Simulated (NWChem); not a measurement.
System: BGeH₅; SMILES [BH2][GeH3]

Computed with NWChem. Coordinates come from a PBE0/def2-SVP optimisation. Ions are spin-unrestricted doublets at the neutral geometry; other ion states weren't tried.

For level PBE/def2-SVP:

```yaml
vertical ionisation energy, ΔSCF (eV): 10.50
"−ε(HOMO) (eV)": 7.14
```

Question: How do the values read with level B3LYP/def2-SVP instead?

Answer: 
| Item | Result |
|---|---|
| vertical ionisation energy, ΔSCF (eV) | 11.41 |
| −ε(HOMO) (eV) | 8.13 |
